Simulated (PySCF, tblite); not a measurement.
Isomers of C7H11ClOSi. Calculated harmonic vibrations of the isolated species, GFN2-xTB (tblite), most abundant isotopes, no scaling. Errors from tens to a few hundred cm⁻¹ against measured bands are possible. Modes of hydrogen on silicon can be 10 to 20 % off. One conformer each.

Electronic energies: PBE0/pcSseg-1 single points on the GFN2-xTB geometries (PySCF, gas phase).

```tsv
SMILES	electronic energy, lowest = 0 (kJ/mol)
C=CCC(=O)/C(Cl)=C\[SiH2]C	12.9
C[SiH2]/C=C(\Cl)C(=O)C1CC1	0.0
Cl[SiH2]C1=C(OCC2CC2)C1	87.8
```

How do GFN2-xTB zero-point energies change the relative energies?

```tsv
SMILES	ZPE (kJ/mol)	of it from modes above 1550 cm⁻¹	electronic (kJ/mol)	with ZPE, lowest = 0 (kJ/mol)	lowest mode (cm⁻¹)	rings
C[SiH2]/C=C(\Cl)C(=O)C1CC1	408.9	212.0	0.0	0.0	20	1
C=CCC(=O)/C(Cl)=C\[SiH2]C	406.9	221.3	12.9	10.9	32	0
Cl[SiH2]C1=C(OCC2CC2)C1	415.8	201.8	87.8	94.7	18	2
```

The zero-point energies span 8.9 kJ/mol, from `C=CCC(=O)/C(Cl)=C\[SiH2]C` to `Cl[SiH2]C1=C(OCC2CC2)C1`. The order is unchanged.

And how do the electronic energies of GFN2-xTB itself compare?

`C[SiH2]/C=C(\Cl)C(=O)C1CC1` 12.7; `C=CCC(=O)/C(Cl)=C\[SiH2]C` 25.7; `Cl[SiH2]C1=C(OCC2CC2)C1` 0.0 kJ/mol, lowest = 0. Against the energies above, taken from the same isomer `C[SiH2]/C=C(\Cl)C(=O)C1CC1`, the largest difference is 100.5 kJ/mol.
